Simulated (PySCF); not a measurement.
C₂H₇ClOSi, SMILES CO[SiH](C)Cl. Geometry optimised at B3LYP-D3(BJ)/def2-SVP. One conformer was computed; it need not be the lowest.

Computed equilibrium geometry at B3LYP-D3(BJ)/def2-SVP (PySCF confirms it by a frequency run) as a Z-matrix (one conformer of several):
```
Si
O 1 1.6550
C 2 1.4120 1 125.63
H 3 1.1005 2 108.56 1 -178.40
H 3 1.1042 4 108.57 2 -121.20
H 3 1.1058 4 108.29 5 -117.37
H 1 1.4880 2 110.66 3 -58.82
C 1 1.8569 7 113.56 2 121.58
H 8 1.1009 1 110.14 7 178.15
H 8 1.1010 9 108.50 1 121.24
H 8 1.1018 9 108.51 10 117.84
Cl 1 2.0917 7 106.02 2 -117.93
```
